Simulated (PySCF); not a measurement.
(H2B-mu-PH2)2.
Structure used (PBE0-D3(BJ)/def2-SVP), in Å, numbered top down from 1:
```xyz
12
B2H8P2 angstrom
B     -1.4141    0.0766   -0.1619
H     -1.8778    0.7842   -1.0342
H     -2.2277   -0.5194    0.5125
P     -0.0338    1.0322    0.8885
B      1.4359   -0.0714    0.1493
H      1.9737   -0.7560    0.9958
H      2.1890    0.5554   -0.5671
P      0.0482   -1.0629   -0.8597
H     -0.1784    0.9917    2.2968
H      0.0538    2.4292    0.6756
H     -0.0438   -2.4474   -0.5766
H      0.1906   -1.0951   -2.2680
```

The closed-shell ground state was solved at several levels (PySCF, density fitting, gas phase, non-relativistic).

```tsv
level	basis functions	total energy (Eh)	HOMO (eV)	LUMO (eV)	gap (eV)	dipole (D)
KT2/pcSseg-1	122	-743.8736	-6.58	-1.26	5.32	0.07
PBE0/def2-SVPD	152	-736.6383	-7.66	-0.40	7.26	0.08
```

Question: What might PBE0/pcSseg-1 (122 basis functions) give for the same quantities?

Answer: Total energy -736.8415 Eh, HOMO -7.70 eV, LUMO -0.37 eV, gap 7.33 eV, dipole 0.08 D.

Question: Over all these levels, which gives the widest orbital gap and which the narrowest?

Answer: PBE0/pcSseg-1 (global hybrid, 25 % exact exchange) has the widest, 7.33 eV, and KT2/pcSseg-1 (GGA) the narrowest, 5.32 eV. The two share the basis. From the narrowest to the widest the HOMO moves by -1.12 eV and the LUMO by +0.89 eV.

Question: How far do the dipole and the HOMO energy spread over the levels?

Answer: The dipole runs from 0.07 to 0.08 D (mean 0.08 D) and the HOMO from -7.70 to -6.58 eV.

One conformer stands for the species.
